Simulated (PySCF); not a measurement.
**Germanium: a sound run and one with changed settings**

Sound run: Ge⁺ [Ar] 3d10 4s2 4p1, Ge²⁺ [Ar] 3d10 4s2. All numbers are calculated (PySCF 2.14, scalar relativity through the core potential, in cc-pVTZ-PP with ECP10MDF (5s4p3d1f, 39 functions)). The sound run starts from symmetry-adapted Hartree-Fock orbitals and uses a fine grid where one is needed.

Changed run: 14 angular points. This setting is unsound on purpose.

| species | method | sound run (hartree) | changed run (hartree) | converged |
| --- | --- | --- | --- | --- |
| Ge⁺ | UHF | -293.08057 | -293.08057 | yes |
| Ge⁺ | BP86 | -294.37461 | -294.37449 | yes |
| Ge⁺ | LDA | -293.76471 | -293.76446 | yes |
| Ge²⁺ | UHF | -292.52030 | -292.52030 | yes |
| Ge²⁺ | BP86 | -293.79294 | -293.79294 | yes |
| Ge²⁺ | LDA | -293.18368 | -293.18368 | yes |

Ionisation energy of Ge⁺:

```
method  sound run (eV)  changed run (eV)
   UHF          15.246            15.246
  BP86          15.828            15.825
   LDA          15.811            15.804
```

A coarse angular grid integrates products of high-l functions wrongly, so density functionals can shift, and the SCF can exploit the error; Hartree-Fock and MP2 need no grid.

For comparison, NIST gives 15.935 eV between the lowest levels.
